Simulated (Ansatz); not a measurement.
System: CH₃Be, charge 0, doublet. CH3Be (SMILES [Be][CH3], doublet).
B3LYP-D3(BJ)/def2-TZVP minimum from Ansatz (a program for electronic structure):
```xyz
5

Be    -0.9099    -0.5264    -0.6938
C      0.3079     0.1781     0.2348
H      0.8673    -0.5750     0.8002
H     -0.1013     0.8929     0.9569
H      1.0265     0.7190    -0.3903
```
Charge 0, spin multiplicity 2.

Total energies in def2-TZVPP, 9 correlated electrons, 2 frozen orbitals. UHF or UKS for unpaired electrons; spin-orbit terms are left out. Correlated methods leave the cores frozen. No relativity. The spin of CH3Be ([Be][CH3], doublet) was assumed, and the state is the lowest solution found for it.

| method | program | energy (Eh) | minus CCSDT(Q) (mEh) |
|---|---|---|---|
| HF | Ansatz | -54.21903 | 234.81 |
| MP2 | Ansatz | -54.42505 | 28.79 |
| CCSD | Ansatz | -54.44499 | 8.85 |
| CCSD(T) | Ansatz | -54.45297 | 0.86 |
| CCSDT(Q) | Ansatz | -54.45384 | 0.00 |

Rough core times of Ansatz's runs on a shared machine: CCSD(T) under 20 s, CCSDT(Q) 7 min.
